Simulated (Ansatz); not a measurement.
`C[O][Mo](=[O])([F])([O]C)[O]C`, relaxed with RKS PBE0-D4/def2-TZVP in the Gaussian-basis code of Ansatz from a PBE-D4/def2-SVP geometry. The force threshold is 0.005 eV/Å; the program also tests the step.

Charge 0, multiplicity 1. Mo takes the def2 core potential.

Start:

```xyz
18

C     0.620   -0.902   -2.604
O    -0.228   -0.167   -1.768
Mo   -0.690   -0.075    0.042
O    -2.081   -1.017    0.224
F    -0.250    0.427    1.843
O    -1.322    1.690   -0.045
C    -1.411    2.817    0.780
O     0.726   -1.314    0.330
C     1.448   -1.780    1.439
H     1.262   -0.221   -3.204
H     1.269   -1.561   -1.978
H     0.020   -1.534   -3.296
H    -0.820    3.658    0.354
H    -2.472    3.134    0.875
H    -1.008    2.568    1.789
H     2.536   -1.800    1.205
H     1.279   -1.114    2.314
H     1.121   -2.811    1.702
```

(1) By how much does the energy fall, and how many steps does the optimiser take? (Estimate.)

(2) Which bonds change most? (Best estimate.)

(3) Give the relaxed structure. (Estimate.)

Answers

(1) Ansatz gave: 0.12 eV, in 18 steps.

(2) Ansatz gave: Mo3–O4 from 1.690 to 1.662 Å; Mo3–O8 from 1.903 to 1.879 Å; Mo3–F5 from 1.921 to 1.900 Å; Mo3–O6 from 1.876 to 1.856 Å.

(3) Computed: 
```xyz
18

C     0.594   -0.762   -2.520
O    -0.500   -0.467   -1.708
Mo   -0.803   -0.212    0.099
O    -2.216   -1.026    0.423
F    -0.251    0.393    1.814
O    -1.290    1.567   -0.104
C    -1.296    2.743    0.648
O     0.598   -1.431    0.385
C     1.435   -1.784    1.447
H     1.122    0.153   -2.806
H     1.281   -1.418   -1.972
H     0.245   -1.270   -3.422
H    -0.726    3.517    0.127
H    -2.327    3.083    0.780
H    -0.845    2.560    1.629
H     2.477   -1.763    1.115
H     1.311   -1.088    2.282
H     1.188   -2.796    1.782
```
